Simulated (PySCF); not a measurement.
From one molecule to another.

First species: C6H8O2Si.
Atom-mapped SMILES: `[CH3:1][C:2](=[O:3])[O:4][C:5]1=[CH:6][CH:7]=[CH:8][SiH2:9]1` (hydrogens: H10, H11, H12 on C1; H13 on C6; H14 on C7; H15 on C8; H16, H17 on Si9)

Second species: C4H11FSi3.
Z-matrix (Å and degrees, GFN2-xTB geometry), rows numbered from 1:
```
F 
C   1  1.3853
C   2  1.5315  1  116.41
C   3  1.5376  2   85.51  1  -146.63
C   2  1.5315  1  116.56  3  -101.26
Si  4  1.9262  3  106.03  2   -79.04
Si  6  2.3176  4  111.95  3   -77.47
Si  2  1.9249  1  116.86  3   129.74
H   3  1.0908  2  111.28  1   -34.33
H   3  1.0917  2  118.20  1    92.79
H   4  1.0888  3  116.96  2   146.81
H   5  1.0907  2  111.41  1    34.13
H   5  1.0906  2  118.12  1   -93.25
H   6  1.4803  4  106.02  3   159.98
H   7  1.4644  6  113.87  4   -66.71
H   7  1.4638  6  109.55  4   173.67
H   7  1.4650  6  112.60  4    54.73
H   8  1.4652  2  109.05  1   -59.33
H   8  1.4649  2  108.46  1    58.52
```

Levels: PBE0/pcSseg-1 for HOMO energy, LUMO energy and HOMO–LUMO gap. Geometries: GFN2-xTB. Each species is one conformer at its optimised geometry, gas phase, non-relativistic unless stated. Electronic properties by PySCF.

Dipoles, sizes and rotational constants follow the conformer. The torsions of the flexible species, by atom-mapped SMILES:
- `[CH3:1][C:2](=[O:3])[O:4][C:5]1=[CH:6][CH:7]=[CH:8][SiH2:9]1`: C1–C2–O4–C5 180°, C2–O4–C5–C6 180°

The conformers of `F[C@]12C[C@H](C1)[Si@@H]([SiH3])[SiH2]2` aren't listed.

Values for the first species:

```
HOMO energy   : -6.28 eV
LUMO energy   : -1.35 eV
HOMO–LUMO gap : 4.93 eV
```

Estimate the same properties for the second species, and the change in each.

| property | first | second | second less first |
| --- | --- | --- | --- |
| HOMO energy | -6.28 eV | -7.51 eV | -1.23 eV |
| LUMO energy | -1.35 eV | -0.55 eV | +0.80 eV |
| HOMO–LUMO gap | 4.93 eV | 6.96 eV | +2.03 eV |

On the first:  GFN2-xTB frequencies show an imaginary mode (40i cm⁻¹), so this geometry is no minimum at that level.

